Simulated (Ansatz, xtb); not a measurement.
**Isomers of C3H2BrN3 in order of energy**

4 gas-phase structures of C3H2BrN3, from a drawn sample of its isomers (lower ones may exist). Each was relaxed with GFN2-xTB:

A. `Brc1cnncn1`, a singlet
B. `Brc1cncnn1`, a singlet
C. `Brc1ccnnn1`, a singlet
D. `Brc1ncncn1`, a singlet

Question: Estimate their order in r2SCAN-D4/def2-SVP energy at these geometries, lowest first.

Answer: Calculated order at r2SCAN-D4/def2-SVP: D (0.000), A (1.167), B (1.266), C (2.000) eV.

Energies above the lowest of each column, in eV; the last columns are at B3LYP/def2-SVP geometries and were run for some of them only (a dash: not run or not comparable):

```
structure  GFN2-xTB  HF/STO-3G  r2SCAN-D4/def2-SVP  B3LYP/def2-SVP  CCSD(T)/def2-SVP + ΔMP2/def2-TZVPP
        D     0.000      0.000               0.000           0.000                               0.000
        A     1.085      0.903               1.167           1.152                               1.124
        B     1.158      0.920               1.266           1.236                               1.186
        C     1.709      1.514               2.000               –                                   –
```

Every level run on D puts it lowest or level with the lowest. Frequencies (GFN2-xTB) were run for A, B, D alone. ΔMP2 is the change of the MP2 energy from the smaller to the larger basis.

Over these structures GFN2-xTB departs from r2SCAN-D4/def2-SVP by 0.085 eV on average once a common shift is removed. A GFN2-xTB relaxation took about 0.16 s and the r2SCAN-D4/def2-SVP energy about 3.5 s on a shared host (Ansatz 0.2.0, xtb 6.7.1).
